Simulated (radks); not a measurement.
The lithium ion Li2+ inside a hard spherical wall (all orbitals vanish at R), configuration held at 1s1 and not refilled when levels cross. Calculated with a radial shooting solver on a logarithmic mesh with Libxc functionals: non-relativistic Kohn-Sham, r2SCAN, spin-polarised, spherical densities, point nucleus; open shells are filled with parallel spins first; meta-GGA in the generalised Kohn-Sham scheme. Eigenvalues in eV for spin up, with the zero of energy where the potential of the charges vanishes at infinity; a dash marks a level that is unbound or too diffuse for the functional's potential to be trusted. A positive occupied level is held by the wall or, in an anion where self-interaction has pushed it up, behind a barrier. The pressure on the wall is -dE/dV.

| R (bohr) | E (hartree) | kinetic (hartree) | e(1s) | e(2s, empty) | e(2p, empty) | pressure (GPa) |
|---|---|---|---|---|---|---|
| free | -4.50016 | 4.500 | -105.61 | - | - | 0 |
| 20 | -4.50016 | 4.500 | -105.61 | - | - | < 0.0001 |
| 10 | -4.50016 | 4.500 | -105.61 | - | - | < 0.0001 |
| 7 | -4.50016 | 4.500 | -105.61 | - | - | < 0.0001 |
| 6 | -4.50016 | 4.500 | -105.61 | - | - | < 0.0001 |
| 5 | -4.50016 | 4.500 | -105.61 | - | - | < 0.0001 |
| 4 | -4.50016 | 4.500 | -105.61 | -11.889 | -11.975 | 0.000230 |
| 3 | -4.50011 | 4.501 | -105.61 | -6.200 | -9.050 | 0.0677 |
| 2.5 | -4.49953 | 4.507 | -105.57 | 2.109 | -4.815 | 1.16 |
